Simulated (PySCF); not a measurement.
**MCl₄ across group 14**

Level: B3LYP, basis family def2-TZVP, scalar-relativistic core potentials from Rb on and no relativity for lighter atoms.

Each entry is the lowest minimum that a search over a few typed start shapes (and spin states, where more than one is plausible) found, or that minimum re-optimised at the stated level; isomers with ligand–ligand bonds, or fragments after loss of a ligand pair, can lie lower. Open shells are unrestricted; no spin–orbit coupling; PySCF with density fitting.

```
molecule  2S+1  point group  mean bond to the central atom (Å)  lowest ω (cm⁻¹)  atomisation (kJ/mol)  highest ω (cm⁻¹)
    CCl₄     1           Td                              1.781              215                  1242               741
   SiCl₄     1           Td                              2.036              144                  1526               603
   GeCl₄     ?            ?                                  ?                ?                     ?                 ?
   SnCl₄     1           Td                              2.314               93                  1235               387
```

Fill in the row of GeCl₄.

2S+1: 1; point group: Td; mean bond to the central atom (Å): 2.138; lowest ω (cm⁻¹): 121; atomisation (kJ/mol): 1314; highest ω (cm⁻¹): 443.

The bond lengthens at every step; the largest change, 0.255 Å, falls between CCl₄ and SiCl₄ among the members listed.

Left out of the table are members whose search was unfinished or whose lowest solution was spin-contaminated, unstable, very soft or bonded differently.
